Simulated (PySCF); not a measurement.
Ligands exchanged one at a time, Sn Cl-C2H5. All species are isolated molecules in the gas phase. One relaxed conformer stands for each flexible species; it need not be the lowest. Strings in code marks are SMILES.

Computed with PBE0-D3(BJ)/def2-TZVP // PBE0-D3(BJ)/def2-SVP run with PySCF 2.14.0. Excitations are Tamm–Dancoff values on a coarser integration grid. The basis has no diffuse functions, so Rydberg states are missing or too high.

```json
[
 {"species": "0 of 4 Cl replaced by C2H5 (`[Cl][Sn]([Cl])([Cl])[Cl]`)", "T1 excitation (TDA) (eV)": "–", "HOMO (eV)": "-9.77", "HOMO–LUMO gap (eV)": "6.28"},
 {"species": "1 of 4 Cl replaced by C2H5 (`[Cl][Sn]([Cl])([CH2]C)[Cl]`)", "T1 excitation (TDA) (eV)": "4.66", "HOMO (eV)": "-8.74", "HOMO–LUMO gap (eV)": "6.54"},
 {"species": "2 of 4 Cl replaced by C2H5 (`C[CH2][Sn]([Cl])([Cl])[CH2]C` (C–C–Sn–Cl torsion 56°, Cl–Sn–C–C torsion -56°))", "T1 excitation (TDA) (eV)": "5.10", "HOMO (eV)": "-7.88", "HOMO–LUMO gap (eV)": "7.03"},
 {"species": "4 of 4 Cl replaced by C2H5 (`C[CH2][Sn]([CH2]C)([CH2]C)[CH2]C`)", "T1 excitation (TDA) (eV)": "6.06", "HOMO (eV)": "-6.99", "HOMO–LUMO gap (eV)": "7.59"}
]
```
